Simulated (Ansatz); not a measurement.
Compare A (`CC[N](C)[Zr]([OH])([OH])[OH]`) with its isomer B (`CC(C)[NH][Zr]([OH])([OH])[OH]`).

Isolated molecules relaxed with PBE0-D4/def2-TZVP in Ansatz; ΔE leaves out vibrations. CCSD(T)/CBS is the MP2 limit (def2-TZVPP, def2-QZVPP) plus CCSD(T) − MP2 in def2-TZVPP, frozen cores. Functionals use def2-TZVPP. B3LYP here is the variant with VWN-RPA as its local correlation; programs differ in this. def2 core potentials past Kr. For Zr outer-core shells are correlated without core-valence functions, which leaves a few kJ/mol of doubt a bond. One conformer a species, not always the lowest.

Problem. Which is lower in electronic energy at CCSD(T)/CBS, and by how much? (Best estimate.)

Solution. The calculation gave: B, by 10.0 kcal/mol.

Problem. Give E(B) − E(A) in kcal/mol with CCSD(T)/def2-SVP, MP2/def2-TZVPP, r2SCAN-D4, B3LYP, PBE0-D4, BLYP-D4, B3LYP-D4. (An estimate is asked.)

Solution. Ansatz gave: CCSD(T)/def2-SVP -8.7, MP2/def2-TZVPP -9.6, r2SCAN-D4 -9.3, B3LYP -8.3, PBE0-D4 -9.0, BLYP-D4 -7.7, B3LYP-D4 -8.4. None reverses the order clearly.

Largest T1 diagnostic: 0.015.

From BLYP to BHLYP (50 % exact exchange), in def2-TZVPP and without D4, E(B) − E(A) moves by −1.7 kcal/mol. At CCSD(T), def2-SVP lies +1.3 kcal/mol from the extrapolated value and def2-TZVPP +0.6 kcal/mol.
